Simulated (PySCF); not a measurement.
Computed properties of C₃H₇NOSi, SMILES C#C[Si@H](N)OC

C3H7NOSi, SMILES C#C[Si@H](N)OC. Geometry: B3LYP-D3(BJ)/def2-SVP. The structure was generated by enumeration; whether it is a known compound was not checked. The values are those of a single conformer. All values are computed for the isolated molecule unless a solvent is named; none is compared with measurement here.

**Structure.** All 33 harmonic modes at B3LYP-D3(BJ)/def2-SVP (PySCF) are real, so it is a minimum. With heavy atoms numbered as in [CH:1]#[C:2][Si@H:3]([NH2:4])[O:5][CH3:6], the shortest bond between them is C1–C2 at 1.218 Å and the longest C2–Si3 at 1.842 Å.

**Vibrations.** The strongest infrared lines (harmonic, unscaled, degenerate partners summed) lie at 930 cm⁻¹ (242 km/mol, H 45 %, Si 34 %, N 19 %), 1146 cm⁻¹ (222 km/mol, O 43 %, C 35 %, H 21 %), 874 cm⁻¹ (173 km/mol, H 78 %, Si 11 %, N 8 %). The softest mode is at 59 cm⁻¹ and the zero-point energy is 60.6 kcal/mol.

**Electronic structure.** M06-2X/def2-TZVP (PySCF) places the frontier levels at -9.22 and 0.72 eV, a gap of 9.94 eV, and gives a dipole moment of 0.45 D and a mean polarisability of 66.8 bohr³. PBE/def2-TZVP (PySCF) at the same geometry gives -6.36 and -1.06 eV, so its gap is 4.64 eV narrower. An orbital gap is neither the optical nor the fundamental gap.

**Excitations.** TDA-B3LYP/def2-SVPD (PySCF) has S1 at 5.94 eV (209 nm, f = 0.002, dark); the most intense of the 10 singlets computed lies at 6.80 eV (f = 0.05). T1 (TDA) is at 4.93 eV, 1.01 eV under S1. TDA-PBE/def2-SVPD (PySCF) puts S1 at 5.39 eV. No vertical singlet excitation falls in the visible range (under 3.1 eV).

**NMR.** GIAO shifts at HF/pcSseg-1 (PySCF) (non-relativistic, atoms alike by connectivity averaged): ¹³C from 48.7 to 106.5 ppm against TMS; ¹H from 1.4 to 4.3 ppm against TMS; ²⁹Si at -47.1 ppm against TMS.

**Solvation.** SMD-B3LYP/def2-SVP (PySCF) gives -1.6 kcal/mol in water, -3.9 kcal/mol in 2-propanol, -1.7 kcal/mol in benzene (1 M in both phases, gas-phase geometry); of these solvents 2-propanol holds the molecule best.
